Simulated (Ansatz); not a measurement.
Relaxation of C3H11NSi (16 atoms, charge 0, multiplicity 1), to a largest force component of 0.03 eV/Å in at most 50 steps.

Level of theory: RKS BLYP-D4/STO-3G (Ansatz 0.2.0).

```xyz
16
Properties=species:S:1:pos:R:3:forces:R:3
Si -0.508 -0.079 0.623 -0.25 0.06 0.10
C 0.762 -0.327 -0.740 0.49 -0.79 -0.31
C 0.183 -0.114 -2.185 -0.02 0.03 0.01
N -0.556 1.725 0.603 -0.48 -0.09 0.73
H -0.074 1.879 -0.318 0.10 0.85 -0.61
H -1.779 -0.720 0.280 0.00 0.01 0.02
C 0.062 -0.722 2.299 0.03 -0.02 0.04
H 1.593 0.388 -0.573 0.00 -0.01 -0.02
H 1.218 -1.339 -0.706 0.00 0.00 0.02
H -0.272 0.891 -2.297 -0.01 0.02 0.00
H -0.601 -0.866 -2.412 0.00 -0.01 0.01
H 0.979 -0.210 -2.951 0.01 0.00 0.01
H -1.552 2.065 0.411 0.11 -0.06 0.00
H 0.169 -1.823 2.292 0.00 0.00 0.00
H -0.663 -0.461 3.092 0.00 0.00 0.00
H 1.038 -0.287 2.582 0.00 0.00 0.01
```

Where does it end, and by what steps?

The run converged. Limits of this set-up: minimal basis. After 12 steps the energy has fallen by 0.227 eV; H5 moved furthest, 0.97 Å.

| step | energy less start (eV) | largest force component (eV/Å) | accepted |
| --- | --- | --- | --- |
| 0 | 0.0000 | 0.849 | yes |
| 1 | -0.1383 | 0.246 | yes |
| 2 | -0.1769 | 0.304 | yes |
| 3 | -0.1552 | 1.335 | no |
| 4 | -0.1881 | 0.052 | yes |
| 5 | -0.1923 | 0.213 | yes |
| 6 | -0.1930 | 0.544 | yes |
| 7 | -0.2008 | 0.375 | yes |
| 8 | -0.2214 | 0.137 | yes |
| 9 | -0.2250 | 0.145 | yes |
| 10 | -0.2255 | 0.210 | yes |
| 11 | -0.2271 | 0.053 | yes |
| 12 | -0.2274 | 0.025 | yes |

```xyz
16
Properties=species:S:1:pos:R:3
Si -0.478 -0.048 0.531
C 0.798 -0.504 -0.795
C 0.346 -0.119 -2.249
N -0.608 1.754 0.555
H -1.028 2.052 -0.381
H -1.738 -0.730 0.206
C 0.075 -0.599 2.248
H 1.761 -0.002 -0.573
H 0.992 -1.596 -0.760
H 0.193 0.975 -2.339
H -0.605 -0.623 -2.519
H 1.111 -0.416 -2.995
H -1.397 2.002 1.232
H 0.214 -1.694 2.289
H -0.670 -0.328 3.019
H 1.033 -0.126 2.529
```

Whether the end is a true minimum wasn't checked by a vibrational analysis.

Time of the run: 45 s on 1 thread of Arm Neoverse V1, on a shared host, peak memory 0.13 GiB.
